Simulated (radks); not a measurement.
Xe XIII, configuration [Kr] 4d6. All-electron calculation, non-relativistic Kohn-Sham, LDA (Slater exchange, Perdew-Wang correlation), spin-unpolarised, spherical densities, point nucleus; relativity is left out, which matters for an element this heavy. Program: a radial shooting solver on a logarithmic mesh with Libxc functionals.

Radial electron density D(r) = 4 pi r^2 rho(r):

```
   r/bohr * D(r) (the largest magnitude, 87.3, reaches the edge; | marks zero)
 0.001351 |*
 0.001745 | *
 0.002236 |  *
 0.002888 |    *
 0.003701 |       *
 0.004743 |           *
 0.006127 |                *
 0.007851 |                      *
  0.01014 |                             *
    0.013 |                                    *
  0.01679 |                                         *
  0.02151 |                                          *
  0.02779 |                                        *
  0.03561 |                                     *
    0.046 |                                      *
  0.05895 |                                              *
  0.07614 |                                                      *
  0.09758 |                                                      *
    0.125 |                                              *
   0.1615 |                                        *
    0.207 |                                            *
   0.2674 |                                             *
   0.3426 |                               *
   0.4426 |                *
   0.5672 |              *
   0.7326 |               *
   0.9388 |        *
    1.213 |  *
    1.554 *
    2.007 *
    2.572 *
```

D(r) has 4 maxima, at r = 0.0205, 0.0865, 0.241, 0.660 bohr, and minima at 0.0383, 0.162, 0.515 bohr, inside which lie 2.00, 11.35, 29.15 electrons.
